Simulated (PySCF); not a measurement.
**Fractional electron number in Cd+ (cadmium, charge +1)**

The 5s alpha orbital of [Kr] 4d10 5s1 is emptied in steps (occupation f), with all orbitals relaxed, ending at [Kr] 4d10. Calculation: PySCF 2.14, in x2c-TZVPall (8s6p6d1f, 63 functions); the spin-free X2C one-electron Hamiltonian (Gaussian nucleus). The exact energy is a straight line in f; departures are measured from the line between the end points of the same method.

| f | UHF (eV) | LDA (eV) | PBE (eV) | PBE0 (eV) | r2SCAN (eV) | LC-wPBE (eV) | BHandHLYP (eV) | wB97X (eV) | HSE06 (eV) | M06-2X (eV) |
| --- | --- | --- | --- | --- | --- | --- | --- | --- | --- | --- |
| 1 | 0.000 | 0.000 | 0.000 | 0.000 | 0.000 | 0.000 | 0.000 | 0.000 | 0.000 | 0.000 |
| 0.75 | 0.027 | -0.728 | -0.725 | -0.527 | -0.637 | -0.043 | -0.366 | -0.089 | -0.598 | -0.371 |
| 0.5 | 0.035 | -0.969 | -0.972 | -0.705 | -0.849 | -0.058 | -0.491 | -0.107 | -0.797 | -0.453 |
| 0.25 | 0.026 | -0.724 | -0.732 | -0.530 | -0.633 | -0.046 | -0.371 | -0.070 | -0.600 | -0.313 |
| 0 | 0.000 | 0.000 | 0.000 | 0.000 | 0.000 | 0.000 | 0.000 | 0.000 | 0.000 | 0.000 |

| method | E(f=0) − E(f=1) (eV) | −ε at f=1 (eV) | −ε at f=0.5 (eV) |
| --- | --- | --- | --- |
| UHF | 15.568 | 15.715 | 15.565 |
| LDA | 17.692 | 13.812 | 17.701 |
| PBE | 17.319 | 13.470 | 17.300 |
| PBE0 | 16.994 | 14.190 | 16.985 |
| r2SCAN | 17.095 | 13.714 | 17.123 |
| LC-wPBE | 16.737 | 16.504 | 16.727 |
| BHandHLYP | 16.839 | 14.897 | 16.826 |
| wB97X | 16.586 | 16.080 | 16.638 |
| HSE06 | 17.047 | 13.858 | 17.039 |
| M06-2X | 16.764 | 14.702 | 16.953 |

Orbital energy along the path (eV):

```tsv
f	UHF	LDA	PBE	PBE0	r2SCAN	LC-wPBE	BHandHLYP	wB97X	HSE06	M06-2X
1	-15.715	-13.812	-13.470	-14.190	-13.714	-16.504	-14.897	-16.080	-13.858	-14.702
0.75	-15.638	-15.752	-15.371	-15.582	-15.381	-16.623	-15.856	-16.379	-15.452	-15.873
0.5	-15.565	-17.701	-17.300	-16.985	-17.123	-16.727	-16.826	-16.638	-17.039	-16.953
0.25	-15.497	-19.639	-19.260	-18.405	-18.793	-16.845	-17.814	-16.806	-18.641	-17.623
0	-15.432	-21.524	-21.225	-19.814	-20.446	-17.005	-18.849	-16.936	-20.235	-18.640
```

Reference removal energy between the ground levels: 16.908 eV (measured; NIST Atomic Spectra Database, ionization energies). UHF lacks correlation.
